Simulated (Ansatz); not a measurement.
A search over several starts for the lowest SCF solution of the cluster CuTe2⁺ at the given spin, in a small basis.

```yaml
crystal:
  periodic: [false, false, false]
  atoms:
    - {symbol: Cu, position_ang: [-0.877428, -0.597806, -0.828344]}
    - {symbol: Te, position_ang: [-0.377926, -0.026621, 1.514141]}
    - {symbol: Te, position_ang: [1.255364, 0.624427, -0.685797]}
basis:
  gaussian: {orbitals: def2-SVP}
total_charge: 1
hamiltonian: {xc: pbe0, dispersion: d4}
output: {orbitals: {seedname: orbitals}}
```

```sh
$ ansatz run in.yaml --threads 2 --pin off --events-out ev --progress --plain --max-ram 4352MiB
```

Shortened log:

```
Functional definition: PBE0
1012 factors; integrals over basis functions are off by at most 6.4e-4 eV
mean field evaluation 1: about -59191.1675 eV, gradient 9.7e1 eV
mean field evaluation 2: about -58261.7198 eV, gradient 3.6e2 eV
mean field evaluation 4: about -59207.2396 eV, gradient 1.9e1 eV
mean field evaluation 8: about -59208.1861 eV, gradient 8.2e-1 eV
mean field evaluation 16: about -59208.1881 eV, gradient 7.6e-4 eV
mean field evaluation 32: about -59207.5430 eV, gradient 1.5e0 eV
mean field -59208.18806763 eV, -2175.8607787342 hartree, gradient 5.6e-6 eV, S^2 0.000000; 4 other end points of the search recorded, 0 dependent functions left out
reference -59208.18811004 eV, -2175.8607802926 hartree; 38, 38 occupied and 45, 45 virtual orbitals, 1012 factors
Total energy: -59208.30452001 eV, -2175.8650582802 hartree
```

It took 5.5 s on 2 threads of Arm Neoverse V2 on a shared host.

Other converged states that the search met: 0.73 eV higher (⟨S²⟩ = 0.00).

In the def2 sets Te takes a core potential; there is no spin–orbit coupling. The structure comes from a short search, and lower isomers may exist.
